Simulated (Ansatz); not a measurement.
Ansatz results at the PBE0-D4/def2-TZVP geometry: HOMO–LUMO gap (ωB97M-V/def2-TZVPP) 10.55 eV; HOMO energy (PBE0/def2-TZVPP) -7.35 eV; HOMO–LUMO gap (PBE/def2-TZVPP) 5.05 eV.

Each molecule was computed in one conformer, which needn't be the lowest.

**Question.** Which molecule gave them?
A. `O[SiH](S)[SnH3]`
B. `OC(O)([SiH3])[SiH3]`
C. `BOCF`
D. `NCSCF`

**Answer.** A. The others give `NCSCF`: 11.26, -6.80, 5.13; `BOCF`: 12.57, -9.09, 5.74; `OC(O)([SiH3])[SiH3]`: 11.35, -7.57, 5.28.
